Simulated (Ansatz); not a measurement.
F2Si (SMILES F[Si]F) moved off its minimum; all values from Ansatz (a quantum-chemistry and plane-wave program), cores frozen in correlated methods.
(charge 0, multiplicity 1)
```xyz
3

Si     0.1719    -0.0338     0.5589
F      1.1477    -0.6561    -0.4292
F     -0.9726     0.7728    -0.2734
```

Forces at HF/def2-TZVPP (eV/Å):

| atom | Fx | Fy | Fz |
|---|---|---|---|
| Si1 | -2.375 | 1.546 | 1.596 |
| F2 | 0.925 | -0.554 | -1.862 |
| F3 | 1.450 | -0.992 | 0.266 |

**Question.** Give the forces (eV/Å), the total energy and the dipole at CCSD(T)/aug-cc-pV(T+d)Z.

**Answer.** 
```
atom      Fx      Fy      Fz
----  ------  ------  ------
Si1   -2.382   1.518   2.439
F2     1.672  -1.040  -2.374
F3     0.710  -0.478  -0.065
```
Energy -488.6462 hartree, dipole 0.78 D.

Doubts at one or more of the structures used: a restricted determinant that unrestricted orbitals would lower (CCSD(T)/aug-cc-pV(T+d)Z).
